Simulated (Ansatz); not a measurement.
Frontier orbitals of C$_{2}$H$_{8}$Sn (`[CH3][SnH2][CH3]`).

Charge 0, multiplicity 1. Correlated methods include outer-core shells of Sn, which these sets cover unevenly. Sn takes the def2 core potential. Geometry: relaxed with PBE0-D4/def2-TZVP. Basis def2-TZVPP, Ansatz 0.2.0.

```tsv
functional	HOMO (eV)	LUMO (eV)
r2SCANh	-7.53	0.58
```

Task: Give HOMO and LUMO (eV) with LDA (SPW92), PBE, revPBE, BLYP, r2SCAN, B97M-V, PBE0, B3LYP, r2SCAN0, HSE06 (plane-wave form), BHLYP, CAM-B3LYP, LC-ωPBE, ωB97X-V, ωB97M-V, HF. (Estimate.)

Result: The calculation gave: 
```csv
functional,HOMO,LUMO
LDA (SPW92),-7.02,-0.31
PBE,-6.86,-0.17
revPBE,-6.80,-0.11
BLYP,-6.71,-0.14
r2SCAN,-7.10,0.37
B97M-V,-7.16,-0.08
PBE0,-8.03,0.51
B3LYP,-7.81,0.26
r2SCAN0,-8.19,0.87
HSE06 (plane-wave form),-7.64,0.16
BHLYP,-9.09,1.06
CAM-B3LYP,-9.35,1.23
LC-ωPBE,-10.71,2.31
ωB97X-V,-10.34,2.15
ωB97M-V,-10.21,1.70
HF,-10.77,2.64
```

B3LYP here is the variant with VWN-RPA as its local correlation; programs differ in this. LC-ωPBE has ω = 0.4 bohr⁻¹. Positive LUMOs are unbound and depend on the basis.
